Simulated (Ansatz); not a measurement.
Basis-set extrapolation for `O[SiH]([SiH3])[SiH2]S` (PBE0-D4/def2-TZVP geometry, frozen core, Ansatz 0.2.0). Multiplicity 1, RHF reference.

```
                       def2-TZVPP    def2-QZVPP
                 HF  -1343.998883  -1344.040751
    MP2 correlation     -0.793308     -0.857688
CCSD(T) correlation     -0.902574       not run
```

Energies in hartree. Use E(X) = E(∞) + A·exp(−7.88·√X) for Hartree–Fock and E(X) = E(∞) + B·X^(−2.97) for correlation, with X = 3 and 4, and add CCSD(T) minus MP2 of the smaller set to the MP2 limit.

Question: What is the CCSD(T) energy at the basis-set limit?

Answer: HF limit: -1344.040751 + (-0.041868) × 0.13774 = -1344.04652. MP2 limit: -0.857688 + (-0.064380) × 0.74074 = -0.90538. Higher-order term: -0.902574 − (-0.793308) = -0.10927. Total: -1345.06117 hartree, 4.35 eV below CCSD(T)/def2-TZVPP.
